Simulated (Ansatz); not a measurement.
Cost and result for the atomization energy of `NB(O)[SiH2]F` (10 atoms, 9 bonds).

```xyz
10

N     0.4206   -1.6597   -0.3797
B     0.2247   -0.4724    0.3317
O     0.5407   -0.4640    1.6669
Si   -0.4986    1.2304   -0.5025
F    -0.5457    2.3045    0.7088
H     0.7818   -2.4902    0.0621
H     0.2208   -1.7689   -1.3565
H     0.3801    0.3825    2.0888
H     0.3563    1.8148   -1.5728
H    -1.8806    1.1229   -1.0469
```

Total charge 0; spin multiplicity 1. Geometry: relaxed with PBE0-D4/def2-TZVP. It is one conformer, not always the lowest. Program: Ansatz. All runs use 4 threads of an Arm Neoverse V1 on a shared host. Times are those of one run each, without the atoms' runs, and a repeat can differ threefold. Electronic energies, without spin–orbit coupling; frozen cores. CCSD(T)/CBS adds CCSD(T) − MP2 in def2-TZVPP to the MP2 limit, and its time is that of the two runs behind it. T1 = 0.013. B3LYP takes the VWN-RPA correlation (the form of Gaussian; ORCA's B3LYP/G).

CCSD(T)/CBS is a level of theory with its own doubt, some kJ/mol a heavy atom from the limit and from the frozen cores, so smaller differences don't rank the functionals.

```
                             level  functions  wall time
   PBE-D4/def2-TZVPP (with forces)        236      2.2 s
                PBE0-D4/def2-TZVPP        236      2.5 s
 B3LYP-D4/def2-TZVPP (with forces)        236      3.7 s
r2SCAN-D4/def2-TZVPP (with forces)        236      4.3 s
                 B2PLYP/def2-TZVPP        236      4.4 s
                ωB97X-V/def2-TZVPP        236      6.5 s
  ωB97M-V/def2-TZVPP (with forces)        236      9.5 s
                    MP2/def2-QZVPP        448       17 s
                CCSD(T)/def2-TZVPP        236      120 s
                 CCSD(T)/CBS(def2)          –    2.3 min
```

Q: What atomization energy does each give, and how far from CCSD(T)/CBS? (Estimate.)

A: Ansatz gave: 
```
                             level  atomization (kcal/mol)  difference from CCSD(T)/CBS  per bond
   PBE-D4/def2-TZVPP (with forces)                   924.3                         14.6       1.6
                PBE0-D4/def2-TZVPP                   904.5                         -5.2      -0.6
 B3LYP-D4/def2-TZVPP (with forces)                   910.5                          0.8       0.1
r2SCAN-D4/def2-TZVPP (with forces)                   910.3                          0.6       0.1
                 B2PLYP/def2-TZVPP                   901.5                         -8.2      -0.9
                ωB97X-V/def2-TZVPP                   912.8                          3.1       0.4
  ωB97M-V/def2-TZVPP (with forces)                   913.1                          3.4       0.4
                    MP2/def2-QZVPP                   919.0                          9.3       1.0
                CCSD(T)/def2-TZVPP                   882.8                        -26.9      -3.0
                 CCSD(T)/CBS(def2)                   909.7                          0.0       0.0
```

From PBE to PBE0 (25 % exact exchange), in def2-TZVPP and without D4, the atomization energy moves by −19.2 kcal/mol: exact exchange takes away binding that semilocal exchange gives to molecules. In def2-TZVPP, CCSD(T) changes the Hartree–Fock value by +223.1 kcal/mol (the triples alone add +12.9 kcal/mol) and MP2 by +243.1 kcal/mol; breaking electron pairs costs correlation energy, which Hartree–Fock lacks. The D4 term adds +6.7 kcal/mol with B3LYP and +3.5 kcal/mol with PBE0; it sums over pairs of atoms, weighted by their polarisabilities, and B3LYP, whose exchange is more repulsive, gets the larger term.
